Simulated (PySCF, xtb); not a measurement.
Si(F)2(GeH3)(OH) (F₂GeH₄OSi), SMILES O[Si](F)(F)[GeH3]. The values are those of a single conformer.

Harmonic wavenumbers (cm⁻¹) from xtb with GFN2-xTB at its own minimum, in rising order: 21, 115, 117, 210, 220, 246, 324, 440, 455, 458, 762, 798, 849, 855, 873, 877, 978, 2024, 2098, 2107, 3615.

**Question.** What does ωB97X-D3(BJ)/def2-SVP (PySCF 2.14.0) give at its own minimum? (An estimate is asked for; the answer gives what the named calculation found.)

**Answer.** 84, 125, 133, 201, 238, 310, 344, 462, 500, 502, 756, 814, 885, 899, 901, 945, 984, 2203, 2204, 2205, 3921. Paired by order, the mean absolute difference is 57 cm⁻¹ and the zero-point energies are 26.4 and 28.0 kcal/mol.
